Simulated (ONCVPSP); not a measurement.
## iron: excitation energies, all-electron against ONCV

* Element: Fe
* Generator: ONCVPSP 4.0.1
* Type: optimised norm-conserving Vanderbilt (ONCV)
* Functional: PBE
* Relativity: scalar-relativistic
* Frozen core: [Ne] 3s2
* Valence charge: 14
* Reference configuration: 3p6 3d6 4s2
* Partial waves: 4s: rc 2.25 bohr, ncon 4, nbas 8, qcut 2.9 1/bohr, 2 projectors, debl 2.5 Ha; 3p: rc 0.90 bohr, ncon 4, nbas 8, qcut 7.4 1/bohr, 3 projectors, debl 1.4 Ha; 3d: rc 1.55 bohr, ncon 3, nbas 7, qcut 12.2 1/bohr, 2 projectors, debl 1.7 Ha
* Local potential: polynomial inside 0.85 bohr (lpopt 5, dvloc0 0 Ha)
* Core correction: Teter function, fcfact 5.75, rcfact 1.4

In the p channel the program set the typed energies aside and used -2.207, 0.250, 1.650 Ha.

Energies are relative to the spin-unpolarised reference configuration 3p6 3d6 4s2; without spin polarisation the order of configurations can differ from experiment.

```csv
valence configuration,charge,ΔE all-electron (eV),error AE − PS (meV)
3p6 3d6 4s1,+1,8.729,-4.2
3p6 3d5 4s0,+3,59.155,+120
```

Q: What are ΔE and the potential's error for 3p6 3d6 4s0?

A: ΔE = 24.932 eV all-electron; the error (AE − PS) is -18 meV.

Q: What are ΔE and the potential's error for 3p6 3d7 4s1?

A: ΔE = -0.792 eV all-electron; the error (AE − PS) is -29 meV.

Note: ghosts flagged at negative energy: s at -113.1 eV; no localised positive-energy state flagged. A true bound ghost makes a file unfit for plane-wave use.
